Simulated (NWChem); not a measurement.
System meant: SnH2S2Cl2; SMILES [SH][Sn]([SH])([Cl])[Cl]

The following NWChem deck was run.

```
start job
memory heap 200 mb stack 900 mb global 1100 mb
geometry units angstroms noautoz
  S      1.188369     1.911447    -0.689144
  Sn    -0.069462    -0.007985     0.006168
  S      1.258420    -1.957726     0.436204
  Cl    -1.631085    -0.362000    -1.694967
  Cl    -1.244395     0.377796     1.988189
  H      2.033042     1.799954     0.362452
  H      1.865205    -1.871068    -0.770460
end
basis spherical
  * library def2-svp
end
dft
  xc b3lyp
  iterations 150
  mulliken
end
task dft energy
```

End of the output:

```
             Grid Information
             ----------------
          Grid used for XC integration:  medium
          Radial quadrature: Mura-Knowles
          Angular quadrature: Lebedev.
          Tag              B.-S. Rad. Rad. Pts. Rad. Cut. Ang. Pts.
          ---              ---------- --------- --------- ---------
          S                   1.00       88          11.0       590
          Sn                  1.45      123           9.0       590
          Cl                  1.00       88          12.0       590
          H                   0.35       45          11.0       434
          Grid pruning is: on
          Number of quadrature shells:   565
          Spatial weights used:  Erf1

          Convergence Information
          -----------------------
          Convergence aids based upon iterative change in
          total energy or number of iterations.
          Levelshifting, if invoked, occurs when the
          HOMO/LUMO gap drops below (HL_TOL):  1.00D-02
          DIIS, if invoked, will attempt to extrapolate
          using up to (NFOCK): 10 stored Fock matrices.

                    Damping( 0%)  Levelshifting(0.5)       DIIS
                  --------------- ------------------- ---------------
          dE  on:    start            ASAP                start
          dE off:    2 iters        150 iters           150 iters

      Screening Tolerance Information
      -------------------------------
          Density screening/tol_rho:  1.00D-10
          AO Gaussian exp screening on grid/accAOfunc:  14
          CD Gaussian exp screening on grid/accCDfunc:  20
          XC Gaussian exp screening on grid/accXCfunc:  20
          Schwarz screening/accCoul:  1.00D-08

      Superposition of Atomic Density Guess
      -------------------------------------

      charge =      50.0 Sn (Tin)

      symmetry species            s     p     d     f
      number of basis functions =10     7     6
      number of cont. functions = 4     4     2
      number of closed shells   = 5     3     2
      number of open shells     = 0     1     0
      open shell occupation     = 0     2     0
 ------------------------------------------------------------------------
 atomscf:atomd: error in atom scf                   0
 ------------------------------------------------------------------------
 ------------------------------------------------------------------------
  current input line :
    20: task dft energy
 ------------------------------------------------------------------------
 ------------------------------------------------------------------------
 This error has not yet been assigned to a category
 ------------------------------------------------------------------------
 For more information see the NWChem manual at https://nwchemgit.github.io

0:atomscf:atomd: error in atom scf:Received an Error in Communication
```

**Question.** What is wrong, and how is it mended?

**Answer.** The program stopped with an error. Cause: the def2 basis of a heavy element holds valence functions alone and wants its effective core potential (without it all electrons must fit into that basis). This input runs:
```
start job
memory heap 200 mb stack 900 mb global 1100 mb
geometry units angstroms noautoz
  S      1.188369     1.911447    -0.689144
  Sn    -0.069462    -0.007985     0.006168
  S      1.258420    -1.957726     0.436204
  Cl    -1.631085    -0.362000    -1.694967
  Cl    -1.244395     0.377796     1.988189
  H      2.033042     1.799954     0.362452
  H      1.865205    -1.871068    -0.770460
end
basis spherical
  S library def2-svp
  Sn library def2-svp
  Cl library def2-svp
  H library def2-svp
end
ecp
  Sn library def2-ecp
end
dft
  xc b3lyp
  iterations 150
  mulliken
end
task dft energy
```
It converges to -1932.01650 Ha (B3LYP/def2-SVP with def2 effective core potentials on Sn).
